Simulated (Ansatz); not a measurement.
Frontier orbitals of C₂H₅BOS.

Cartesian coordinates in Å:
```
O 1.542 -1.323 0.134
C 1.341 -0.296 -0.486
B -0.085 0.403 -0.653
C -0.818 0.678 0.701
S -1.442 -0.902 0.002
H 2.227 0.221 -0.920
H -0.393 0.973 -1.655
H -0.330 0.513 1.656
H -1.637 1.389 0.753
H -0.406 -1.656 0.469
```

The species carries charge 0 and has multiplicity 1. The bonds changed during the relaxation, so this is another structure than the one it started from. All single points use the PBE0-D4/def2-TZVP geometry. It is one conformer, not always the lowest. Basis def2-TZVPP, Ansatz 0.2.0.

Orbital energies of one run (eV). Highest occupied ones, from the top: -9.38, -10.42, -11.39, -12.89, -12.97, -13.51, -14.66, -15.21, -16.53, -16.95, -19.92, -21.04, -26.05, -32.02. Empty: 0.98, 1.85, 2.43, 2.76, 3.08, 3.23.

Task: Which functional gave them?
A. CAM-B3LYP
B. LDA (SPW92)
C. ωB97M-V
D. HSE06 (plane-wave form)

Result: C. HOMO energies: ωB97M-V -9.38, CAM-B3LYP -8.49, HSE06 -6.64, LDA (SPW92) -5.72 eV.
